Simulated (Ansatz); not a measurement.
PH (SMILES [PH]): geometry of the low-spin state from B3LYP-D3(BJ)/def2-TZVP.
(charge 0, multiplicity 1):
```xyz
2

P      0.0000     0.0000    -0.0893
H      0.0000     0.0000     1.3396
```
The high-spin state stands at its own minimum; R- takes a restricted low-spin state.

Programs: Ansatz (a first-principles code) with Gaussian orbitals. Each number belongs to the level named beside it.

The gap E(multiplicity 1) − E(multiplicity 3) (kcal/mol) and the share of exact exchange:

```
functional           exact exchange (%)  value
-------------------  ------------------  -----
R-PBE/def2-TZVPP                      0  34.93
R-PBE0/def2-TZVPP                    25  36.51
R-B3LYP/def2-TZVPP                   20  31.87
R-BHLYP/def2-TZVPP                   50  33.65
R-r2SCAN/def2-TZVPP                   0  40.47
```

### Question
Take the value as linear in the share of exact exchange along PBE and PBE0. Give the slope, say whether the sign turns, and set the other functionals against that line.

### Answer

Slope: (36.51 − (34.93))/2.5 = 0.63 kcal/mol for each 10 %. The line keeps its sign from 0 to 100 %. At 50 % it gives 38.1 kcal/mol. From B3LYP to BHLYP the slope is (33.65 − (31.87))/3 = 0.59 for each 10 %. BHLYP, at 50 %, lies -4.5 from the PBE line. B3LYP, at 20 %, lies -4.3 from the PBE line. r2SCAN, with none, stands 5.5 from PBE.

Doubts at one or more of the structures used: a restricted determinant that unrestricted orbitals would lower (R-PBE/def2-TZVPP, R-PBE0/def2-TZVPP, R-B3LYP/def2-TZVPP, R-BHLYP/def2-TZVPP, R-r2SCAN/def2-TZVPP).
